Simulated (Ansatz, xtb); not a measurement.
# CCl2SiSn+: where a starting geometry ends

The starting geometry of this gas-phase doublet was built from a drawn formula by distance geometry and a force field; its bonds are those of `Cl[Si]1=[C][Sn+]1[Cl]`.

```xyz
5

C     0.7273    0.3967   -0.7423
Cl   -2.7934    0.3050   -1.7626
Cl    0.5470   -2.7769    2.2916
Si   -0.9544   -0.0180   -0.8529
Sn    0.2054   -1.1501    0.6502
```

Problem. Where would you expect an optimisation with r2SCAN-D4/def2-SVP to take it?

Solution. A bond breaks, giving a structure given below by its coordinates. Contacts that open: Si4–Sn5 (2.21 → 3.41 Å).

The energy falls by 1.26 eV over 16 steps:

| step | E − E(last) (eV) |
| --- | --- |
| 1 | 1.260 |
| 3 | 0.508 |
| 4 | 0.460 |
| 6 | 0.337 |
| 8 | 0.119 |
| 9 | 0.090 |
| 11 | 0.034 |
| 13 | 0.002 |
| 14 | 0.001 |
| 16 | 0.000 |

Final geometry (Å):

```xyz
5

C    -0.2410   -0.4736   -0.1897
Cl   -2.1551    1.3206   -2.5521
Cl    1.9018   -2.2128    2.1741
Si   -1.5415    0.0764   -1.1287
Sn   -0.2323   -1.9538    1.2803
```

From the same start GFN2-xTB reaches the same bonding as this run.

The end wasn't checked by frequencies. Open shells are spin-unrestricted. Atoms past krypton carry core potentials, without spin–orbit terms. Run with Ansatz 0.2.0, 100 s on 2 threads of Intel(R) Xeon(R) Platinum 8375C CPU @ 2.90GHz (Ice Lake), on a shared host.
